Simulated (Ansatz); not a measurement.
Abridged output of a molecular run in Ansatz:

```
Functional definition: HF
1431 factors; integrals over basis functions are off by at most 1.1e-3 eV
mean field evaluation 1: about -6439.0549 eV, gradient 5.7e1 eV
mean field evaluation 2: about -6439.0598 eV, gradient 5.7e1 eV
mean field evaluation 4: about -6446.3926 eV, gradient 4.4e0 eV
mean field evaluation 8: about -6446.4694 eV, gradient 3.6e-1 eV
mean field evaluation 16: about -6446.3874 eV, gradient 4.4e0 eV
mean field -6446.47021860 eV, -236.9034109590 hartree, gradient 1.3e-6 eV, S^2 0.000000; 0 other end points of the search recorded, 0 dependent functions left out
4 core orbitals not correlated: weight in the atoms' cores, before any rotation towards them, 1.000 or more for the frozen orbitals, at most 0.000 for the correlated occupied ones
reference -6446.47021860 eV, -236.9034109590 hartree; 20, 20 occupied and 113, 113 virtual orbitals, 1431 factors
second order -24.40099654 eV of doubles, -0.00000000 eV of singles
cycle   1  -25.03259309 eV  change   -6.3e-1 eV  update   1.3e-1
cycle   2  -25.63980737 eV  change   -6.1e-1 eV  update   4.3e-2
cycle   3  -25.84607731 eV  change   -2.1e-1 eV  update   2.7e-2
cycle   4  -25.84655417 eV  change   -4.8e-4 eV  update   7.9e-3
cycle   5  -25.84144035 eV  change    5.1e-3 eV  update   3.4e-3
cycle   6  -25.84156169 eV  change   -1.2e-4 eV  update   1.2e-3
cycle   7  -25.84128869 eV  change    2.7e-4 eV  update   5.0e-4
cycle   8  -25.84137614 eV  change   -8.7e-5 eV  update   1.6e-4
cycle   9  -25.84142458 eV  change   -4.8e-5 eV  update   6.8e-5
cycle  10  -25.84138776 eV  change    3.7e-5 eV  update   2.3e-5
perturbative correction -0.84279295 eV, -0.0309720696 hartree
Total energy: -6473.15439931 eV, -237.8840365130 hartree
```

Its atoms:

Cartesian coordinates in Å:
```
C 0.778 1.811 -0.714
Zr -0.249 -0.056 -0.035
C 1.155 -1.145 1.322
N -0.543 -1.223 -1.672
N -2.025 0.340 0.870
H 0.108 2.487 -1.259
H 1.168 2.362 0.152
H 1.627 1.598 -1.375
H 2.033 -1.527 0.786
H 0.684 -2.001 1.819
H 1.521 -0.469 2.107
H 0.212 -1.536 -2.271
H -1.412 -1.585 -2.038
H -2.614 1.143 0.690
H -2.443 -0.201 1.616
```

Question: Which basis set was used?
A. def2-TZVPPD
B. def2-SVP
C. def2-SVPD
D. cc-pV(Q+d)Z

Answer: B. It gives 137 functions.

Question: Write the keys of the input that set method, charge and spin (a neutral closed shell needs none for the last two).

Answer: 
```yaml
correlation: {method: ccsd_t}
```
